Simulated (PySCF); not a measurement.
Species: C3H7GeNOSi.
Geometry (PBE0-D3(BJ)/def2-SVP, Å), atoms numbered from 1 in this order:
```
atom  x, y, z in Å
O1    -4.5190    0.5486    0.4444
C2    -3.8373   -0.4408    0.2898
N3    -2.4907   -0.3756    0.1224
Si4   -1.7372    1.2301    0.1413
C5     0.0542    0.8839   -0.0628
C6     1.2487    0.6487   -0.1891
Ge7    3.1096    0.2903   -0.3799
H8    -4.2636   -1.4717    0.2758
H9    -1.9685   -1.2363   -0.0004
H10   -1.9691    1.9112    1.4407
H11   -2.2205    2.0593   -0.9929
H12    3.6275   -0.3129    0.9331
H13    3.2978   -0.7045   -1.5339
H14    3.8324    1.6088   -0.6856
```

Computed, not measured: TDDFT CAM-B3LYP/def2-SVPD, vertical, gas phase, core orbitals frozen in the response (PySCF). Relativistic effects, spin–orbit coupling among them, are left out although an element past zinc is present.

Broadening: Gaussians 0.5 eV wide at half height, area fixed by f = 4.319×10⁻⁹ ∫ε dν̃. The width is an assumption, not a result. The curve ends short of the highest state used, and states not computed would add to its high-energy end.

λ (nm), ε (L mol⁻¹ cm⁻¹) and a bar:
```
    176.8       4678 ##############################
    180.3       3026 ###################
    183.9       1480 #########
    187.4        542 ###
    190.9        154 #
    194.4         53 
    197.9         69 
    201.4        136 #
    204.9        220 #
    208.4        283 ##
    211.9        296 ##
    215.4        261 ##
    218.9        202 #
    222.4        142 #
    225.9         94 #
    229.4         59 
    232.9         35 
    236.4         19 
    239.9         10 
    243.5          5 
    247.0          2 
    250.5          1 
    254.0          0 
    257.5          0
```

Problem. Locate the maxima and give the states behind the curve.

Solution. 211 nm (5.88 eV), ε about 300, made up of S3 (64%) and S4 (30%) (ε in L mol⁻¹ cm⁻¹; maxima over ε = 5, shares over 10%). At its high-energy end, 7.01 eV, the curve is still rising (ε about 4600, from S5 and S9). The states used: S1 5.57 eV (f 0.0009); S2 5.61 eV (f 0.0000); S3 5.88 eV (f 0.0035); S4 5.93 eV (f 0.0017); S5 7.04 eV (f 0.071); S6 7.06 eV (f 0.0001); S7 7.42 eV (f 0.0008); S8 7.49 eV (f 0.074); S9 7.59 eV (f 0.384); S10 7.61 eV (f 0.0077).

Problem. What would ε be at 5.88 eV, the highest of these maxima, with half the width (0.25 eV)?

Solution. About 548 L mol⁻¹ cm⁻¹ against 297, a factor of about 1.8; a lone state at its own centre would give exactly 2.

Problem. On this curve, what absorbance would a 10⁻³ mol/L sample give at 193 nm over a 1 cm path?

Solution. 193 nm is 6.424 eV, where ε is about 73 L mol⁻¹ cm⁻¹, so A = ε c l ≈ 0.073 (Beer–Lambert, with the gas-phase spectrum and the assumed width).

Problem. Coming from long wavelengths, where does ε first pass 100 L mol⁻¹ cm⁻¹?

Solution. At about 225 nm (5.50 eV), 0.06 eV below S1.

All these states lie below the vertical ionisation energy of 10.11 eV (ΔSCF).

One conformer stands for the species.
